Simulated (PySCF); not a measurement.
C₂H₆Te, charge +1, multiplicity 2. Atoms are numbered in the order given.

```xyz
9

C      1.5978     0.0000     1.0508
Te     0.0000     0.0000    -0.3901
C     -1.5978     0.0000     1.0508
H      1.4945     0.9046     1.6683
H      2.5474     0.0000     0.5004
H      1.4945    -0.9046     1.6683
H     -1.4945     0.9046     1.6683
H     -2.5474     0.0000     0.5004
H     -1.4945    -0.9046     1.6683
```
Charge +1, spin multiplicity 2.

Geometry: B3LYP-D3(BJ)/def2-SVP. The spin state was assumed, not searched. The def2 effective core potentials stand for the cores of Te; spin–orbit coupling is left out.

Calculation: r2SCAN/def2-TZVPD run with PySCF.

Mulliken values depend strongly on the basis, most of all with diffuse functions as here. ESP charges are fitted to the potential on shells at 1.4 to 2.0 van der Waals radii. Atomic charges (e):

```json
[
 {"atom": "C1", "Mulliken": "-0.66", "ESP fit": "-0.52", "Mulliken spin": "-0.12"},
 {"atom": "Te2", "Mulliken": "0.73", "ESP fit": "0.68", "Mulliken spin": "1.10"},
 {"atom": "C3", "Mulliken": "-0.66", "ESP fit": "-0.52", "Mulliken spin": "-0.12"},
 {"atom": "H4", "Mulliken": "0.28", "ESP fit": "0.22", "Mulliken spin": "0.04"},
 {"atom": "H5", "Mulliken": "0.24", "ESP fit": "0.23", "Mulliken spin": "0.00"},
 {"atom": "H6", "Mulliken": "0.28", "ESP fit": "0.22", "Mulliken spin": "0.04"},
 {"atom": "H7", "Mulliken": "0.28", "ESP fit": "0.22", "Mulliken spin": "0.04"},
 {"atom": "H8", "Mulliken": "0.24", "ESP fit": "0.23", "Mulliken spin": "0.00"},
 {"atom": "H9", "Mulliken": "0.28", "ESP fit": "0.22", "Mulliken spin": "0.04"}
]
```
